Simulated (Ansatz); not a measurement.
Program: Ansatz. Geometries: PBE0-D4/def2-TZVP. ΔE: electronic, gas phase. CCSD(T)/CBS adds triple-zeta CCSD(T) − MP2 to the extrapolated MP2 energy (def2 sets, frozen cores). Functionals use def2-TZVPP. For Ge outer-core shells are correlated without core-valence functions, which leaves a few kJ/mol of doubt a bond. Scalar relativity is left out up to krypton. Each species was taken in one conformer, which may not be the lowest.

Consider the ligand exchange at the Si–O bond: `F[SiH](F)O[SiH3]` + `[NH2][GeH3]` → `F[SiH](F)[NH][GeH3]` + `O[SiH3]`.

```json
{"level": "PBE", "ΔE (eV)": "0.49"}
{"level": "SCS-MP2/def2-QZVPP", "ΔE (eV)": "0.56"}
```

What does CCSD(T)/CBS give? (Estimate.)

Ansatz gave: +0.53 eV. The listed levels differ from it by -0.04, 0.03 eV.

Largest T1 diagnostic among the species: 0.012.

In def2-TZVPP, CCSD(T) changes the Hartree–Fock value by −0.13 eV (the triples alone add −0.02 eV) and MP2 by −0.14 eV.
